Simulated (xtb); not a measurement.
Al(Cl)2(NHMe) (CH4AlCl2N), SMILES C[NH][Al]([Cl])[Cl]. All values are semi-empirical tight-binding results from xtb (GFN2-xTB unless named), good for trends rather than for accurate numbers. Geometry: GFN2-xTB. The structure was generated by enumeration; whether it is a known compound was not checked. One conformer was computed; it need not be the lowest.

For metal compounds this method's bond lengths and energies can be far off.

Question: Estimate the properties. (An estimate is asked for; the answer gives what the named calculation found.)

Answer: 
```yaml
point_group_as_xtb_finds_it: Cs
orbital_gap: 3.36 eV
zero_point_energy: 35.0 kcal/mol
G − E(el) at 298.15 K (modified RRHO): 14.2 kcal/mol
```
